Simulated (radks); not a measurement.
Hf5+, configuration [Xe] 4f13 (the NIST ground configuration). Method: non-relativistic Kohn-Sham, LDA (Slater exchange, Perdew-Wang correlation), spin-unpolarised, spherical densities, point nucleus; relativity is left out, which matters for an element this heavy; computed with a radial shooting solver on a logarithmic mesh with Libxc functionals. Some entries of the table are withheld. Estimate them.

orbital,occ.,eigenvalue (Ry),<r^2> (bohr^2),r(max) (bohr)
1s,2,-4426.226,0.0005925,0.01397
2s,2,-727.0005,0.009300,0.07618
2p,6,-696.3503,0.006881,0.05914
3s,2,-168.0839,0.05868,0.2099
3p,6,-153.9412,0.05436,0.1978
3d,10,-127.4946,0.04245,0.1562
4s,2,-36.70417,(1),0.4732
4p,6,-30.87201,0.3021,0.4746
4d,10,-20.26605,0.3317,(2)
5s,2,-8.45106,1.589,(3)
5p,6,-6.72958,(4),1.165
4f,13,-6.57881,0.4840,0.4426

Answer. 
(1) 4s <r^2> (bohr^2): 0.2904
(2) 4d r(max) (bohr): 0.4724
(3) 5s r(max) (bohr): 1.086
(4) 5p <r^2> (bohr^2): 1.897
